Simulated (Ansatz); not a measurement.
Energy difference R1 + R2 → P1 + P2, each structure at its B3LYP-D3(BJ)/def2-TZVP stationary point, reached from a drawn start (curvature not checked).
R1, C2H6Zn (SMILES [CH3][Zn][CH3]) (charge 0, multiplicity 1):
```xyz
9

C      1.95434    -0.08662     0.03779
Zn     0.00017     0.00236    -0.00418
C     -1.95431     0.08727    -0.03899
H      2.33872    -0.66005    -0.80859
H      2.39326     0.91259    -0.00561
H      2.30163    -0.56702     0.95508
H     -2.37884    -0.36580     0.85952
H     -2.35424    -0.44463    -0.90506
H     -2.30085     1.12180    -0.08995
```
P1, CH4 (SMILES C) (charge 0, multiplicity 1):
```xyz
5

C      0.0000     0.0000     0.0000
H     -0.7115    -0.2840    -0.7743
H      0.1159     1.0830     0.0070
H     -0.3673    -0.3321     0.9701
H      0.9629    -0.4669    -0.2029
```
R2: H2S (SMILES S), charge 0, multiplicity 1.
P2: CH4SZn (SMILES [CH3][Zn][SH]), charge 0, multiplicity 1.

P less R. No zero-point or thermal terms; no spin–orbit coupling.

Programs: Ansatz (a program for electronic structure) with Gaussian orbitals. All values are computed, each at the level named.

### Question
What is the computed reaction energy (PBE0/def2-TZVPP)?

### Answer
-29.8 kcal/mol

### Question
Give the reaction energy at the level r2SCAN/def2-TZVPP.

### Answer
-30.1 kcal/mol

### Question
Estimate the reaction energy that CAM-B3LYP/def2-TZVPP returns for this input.

### Answer
-29.0 kcal/mol
